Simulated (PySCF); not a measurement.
## How methods differ on the excitation energy of Se

Se [Ar] 3d10 4s2 4p4 (3P) → Se [Ar] 3d10 4s1 4p4 4d1 (high-spin determinant), as a difference of total energies. All numbers are calculated (PySCF 2.14, no relativity, point nucleus, in dyall-av2z). Correlated levels: valence: [Ar] 3d10 frozen; virtual orbitals above 40 to 60 times the deepest correlated orbital energy dropped. The calculations carry no spin-orbit coupling.

| method | excitation energy (eV) |
| --- | --- |
| UHF | 18.501 |
| LDA | 19.628 |
| PBE | 19.229 |
| PBE0 | 19.264 |
| r2SCAN | 19.122 |
| r2SCAN0 | 19.169 |
| PW91 | 19.268 |
| TPSS | 19.213 |
| HSE06 | 19.347 |
| MP2 (valence) | 18.982 |
| SCS-MP2 (valence) | 19.005 |

Question: How much does correlation contribute at MP2 (valence)?

Answer: 18.982 − (18.501) = 0.481 eV, measured against UHF.

A first-order spin-orbit estimate (lowest level to lowest level, LS coupling) adds -0.006 eV.

The upper state lies above the first ionisation limit, where it may autoionise and the basis confines it.

The promoted electron is Rydberg-like, and one or two diffuse shells describe it only roughly, which tends to raise the upper state.

In the upper state the promoted electron has a positive orbital energy at LDA, PBE, PBE0, r2SCAN, r2SCAN0, PW91, TPSS, HSE06, so the basis confines it.

The determinant of the upper state mixes LS terms, which raises its energy above the lowest term, most at the Hartree-Fock and MP2 levels.
